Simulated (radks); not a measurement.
Values are calculated unless marked as measured or tabulated.
Ionisation of neutral promethium, [Xe] 4f5 6s2, to [Xe] 4f5 6s1 as the strength of local exchange is varied. Code: a radial shooting solver on a logarithmic mesh with Libxc functionals. Model: scalar-relativistic Kohn-Sham, Slater X-alpha exchange (alpha = 2/3 is LDA exchange), no correlation, spin-polarised, spherical densities, finite nucleus; open shells are filled with parallel spins first (spin-orbit coupling, left out, can overturn this in heavy ions); Fermi nuclear charge, rms radius 4.962 fm.

alpha,E(Pm) (hartree),exchange (hartree),IE (eV),-e of the level emptied (eV),<r> of it (bohr)
0.576,-9977.7128,-185.7623,4.336,2.377 (6s),4.689
0.667,-10007.2078,-215.7897,4.664,2.720 (6s),4.573
0.741,-10031.2608,-240.3367,4.951,3.022 (6s),4.476
0.758,-10036.7951,-245.9922,5.019,3.094 (6s),4.454
0.781,-10044.2877,-253.6536,5.112,3.193 (6s),4.424
0.803,-10051.4600,-260.9923,5.202,3.289 (6s),4.396
0.982,-10110.0134,-321.0827,5.971,4.115 (6s),4.178

NIST Atomic Spectra Database: 5.582 eV (measured). The Delta-SCF value meets it near alpha = 0.89. Open shells are spherical and high-spin; term and fine-structure splittings are not resolved. Spin-orbit splitting is averaged out at the scalar-relativistic level.
